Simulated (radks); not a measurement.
Eu+, 62 electrons, occupied as [Xe] 4f6 5d2 (not the ground configuration). Calculated with a radial shooting solver on a logarithmic mesh with Libxc functionals: scalar-relativistic Kohn-Sham, BLYP, spin-polarised, spherical densities, finite nucleus; open shells are filled with parallel spins first (spin-orbit coupling, left out, can overturn this in heavy ions); Fermi nuclear charge, rms radius 5.1115 fm.

Radial electron density D(r) = 4 pi r^2 rho(r):

| r (bohr) | D(r) (e/bohr) | spin D(r) |
|---|---|---|
| 0.001947 | 11.20 | -0.0000400 |
| 0.002618 | 17.41 | -0.0000618 |
| 0.00352 | 26.27 | -0.0000927 |
| 0.004733 | 38.11 | -0.000134 |
| 0.006363 | 52.49 | -0.000184 |
| 0.008624 | 67.86 | -0.000241 |
| 0.01159 | 79.61 | -0.000303 |
| 0.01559 | 83.92 | -0.000387 |
| 0.02096 | 79.82 | -0.000543 |
| 0.02818 | 74.19 | -0.000787 |
| 0.03819 | 79.84 | -0.000711 |
| 0.05134 | 99.06 | 0.00156 |
| 0.06903 | 111.3 | 0.0111 |
| 0.09281 | 98.02 | 0.0403 |
| 0.1258 | 83.10 | 0.132 |
| 0.1691 | 94.47 | 0.422 |
| 0.2274 | 89.96 | 1.26 |
| 0.3057 | 52.13 | 3.06 |
| 0.411 | 40.90 | 5.55 |
| 0.557 | 47.00 | 7.03 |
| 0.7488 | 30.09 | 6.15 |
| 1.007 | 14.88 | 4.15 |
| 1.354 | 10.18 | 2.45 |
| 1.82 | 5.857 | 1.44 |
| 2.466 | 2.121 | 0.867 |
| 3.316 | 0.6360 | 0.460 |
| 4.458 | 0.1771 | 0.167 |
| 5.994 | 0.03397 | 0.0338 |
| 8.059 | 0.003136 | 0.00314 |

D(r) has 4 maxima, at r = 0.0155, 0.0690, 0.192, 0.527 bohr, and minima at 0.0296, 0.127, 0.379 bohr, inside which lie 1.94, 11.18, 29.22 electrons.
